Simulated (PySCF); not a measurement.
**Field gradients at the hydrogen positions**

C₆H₉NO.
Z-matrix (Å and degrees, GFN2-xTB geometry), rows numbered from 1:
```
C 
C   1  1.5147
N   2  1.4478  1  109.02
C   3  1.3474  2  127.52  1   173.44
O   4  1.2039  3  127.71  2    -1.54
C   2  1.4998  1  123.47  3  -142.46
C   6  1.4931  2   98.41  1   -65.40
C   7  1.4931  6   60.57  2   -47.48
H   1  1.0892  2  109.96  3    60.40
H   1  1.0837  2  111.47  3  -179.63
H   1  1.0889  2  109.86  3   -59.56
H   3  1.0076  2  114.85  1    -8.88
H   4  1.1098  3  110.42  2   178.74
H   6  1.0686  2  129.84  8  -121.76
H   7  1.0828  6  120.65  8   110.39
H   7  1.0828  6  116.39  8  -106.77
H   8  1.0679  2  129.92  6   121.74
```

Level: PBE0/pcSseg-1 (PySCF, non-relativistic); Q(2H) = 0.00286 b; rigid geometry, the same for H and D, with no vibrational averaging.

Question: Rank these positions by the coupling χzz of a deuteron there, largest first.
A. H9 (methyl hydrogen)
B. H12 (amide N–H hydrogen)
C. H13 (formyl hydrogen)
D. H15 (methylene hydrogen)
E. H17 (methine hydrogen)

Answer: B (272 kHz), E (238 kHz), D (218 kHz), A (209 kHz), C (179 kHz).

Question: Tabulate Vzz, the asymmetry η and χzz = 234.96 MHz × Q × Vzz for every hydrogen position.

Answer: 
```
atom  bonded to  bond length (Å)  Vzz (au)     η  χzz (kHz)
  H9         C1            1.089    0.3109  0.03        209
 H10         C1            1.084    0.3213  0.03        216
 H11         C1            1.089    0.3111  0.02        209
 H12         N3            1.008    0.4046  0.21        272
 H13         C4            1.110    0.2670  0.07        179
 H14         C6            1.069    0.3552  0.07        239
 H15         C7            1.083    0.3239  0.07        218
 H16         C7            1.083    0.3233  0.07        217
 H17         C8            1.068    0.3542  0.07        238
```

Question: Average by the element that carries the hydrogen.

Answer: on C: 216 kHz over 8 positions, mean bond length 1.084 Å; on N: 272 kHz over 1 position, mean bond length 1.008 Å.

Question: How does χzz go with the bond length over the 8 C–H bonds?

Answer: A straight-line fit has a slope of -14.2 kHz for each 0.01 Å, with a correlation coefficient of -1.00, over lengths from 1.068 to 1.110 Å. The longer bonds have the smaller couplings here.

Question: Give the 2H NMR doublet splittings at H11 for a magnetic field along the z, y and x axes of the gradient: 3χ/2, 3χ(1 + η)/4, 3χ(1 − η)/4.

Answer: With |χ| = 209.0 kHz and η = 0.020: 314, 160 and 154 kHz, to first order and without motion.

Isolated species at its GFN2-xTB geometry (one conformer only). GFN2-xTB bond lengths can be off by several hundredths of an ångström, more for odd bonds, and the gradients follow them. The small basis limits the accuracy of the gradients.
